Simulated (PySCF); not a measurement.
Constitutional and geometric isomers with formula CH7BSi. All species are isolated molecules in the gas phase. One relaxed conformer stands for each flexible species; it need not be the lowest. Strings in code marks are SMILES.

The HOMO–LUMO gap from two functionals at the same geometries (PBE0-D3(BJ)/def2-TZVP), both in PySCF: PBE-D3(BJ)/def2-TZVP and PBE0-D3(BJ)/def2-TZVP. 

```csv
species,PBE0-D3(BJ)/def2-TZVP (eV)
`CB[SiH3]`,6.09
`B[SiH2]C`,5.80
`BC[SiH3]`,7.68
```

**Question.** What does PBE-D3(BJ)/def2-TZVP give for each?

**Answer.** 
- `CB[SiH3]`: 3.90
- `B[SiH2]C`: 3.56
- `BC[SiH3]`: 5.33
Over these rows, drawn at random from the members with no instability flagged (it was tested for open shells, ions and some series alone), PBE minus PBE0-D3(BJ): mean -2.26 eV, from -2.36 eV to -2.20 eV.
